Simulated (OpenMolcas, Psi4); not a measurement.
The same job for Psi4

This OpenMolcas 26.06 job computes AlSbH3F (SMILES [F][AlH][SbH2]):

run.input:
```
>>> EXPORT MOLCAS_PRINT=2
&GATEWAY
BasLib=$CurrDir
Coord
6
angstrom
F       -1.114600      -1.632400       1.262300
Al      -0.336100      -1.039300      -0.069800
Sb       1.279900       1.003700       0.334800
H       -0.594800      -1.800700      -1.431700
H        0.842100       1.592000      -1.209900
H       -0.034400       1.812900       1.068100
Basis=STO-3G
Group=NoSym
&SEWARD
&SCF
Thresholds=1e-10 1e-07 1e-07 1e-05
PrOrbitals=1
&ALASKA
```

```bash
$ export MOLCAS_MEM=1860
$ pymolcas run.input > run.log
```

(Basis files named in the input come from the Basis Set Exchange and aren't shown.)

The shape is that of a PBE0-D4/def2-TZVP optimisation. This is one conformer, not always the lowest.

The run is non-relativistic. The shape is far from stationary at this level.

It gives a total energy of -6590.207768 Eh.

Task: How is this level of theory, on these atoms, set up in Psi4 1.11 as a Python script, asking for the energy?

Result: This input was run:

job.py:
```python
import psi4

psi4.set_memory(2200000000)
psi4.set_num_threads(1)
psi4.set_output_file('output.dat', False)

molecule = psi4.geometry("""
F
Al 1 1.652973
Sb 2 2.636097 1 116.30227
H 2 1.58159 1 116.37019 3 177.39073
H 3 1.709931 2 88.34004 4 36.8447
H 3 1.708777 5 91.59395 2 -87.73794
units angstrom
symmetry c1
""")

psi4.set_options({
    'basis': 'STO-3G',
    'reference': 'rhf',
    'puream': True,
    'e_convergence': 1e-09,
    'd_convergence': 1e-08,
    'scf_type': 'pk',
})

e_tot = psi4.energy('hf', molecule=molecule)
print(f'hf energy: {e_tot:.10f} Eh')
```

```bash
$ python job.py
```

Its energy is -6590.207768 Eh, 0.000 mEh from the first.
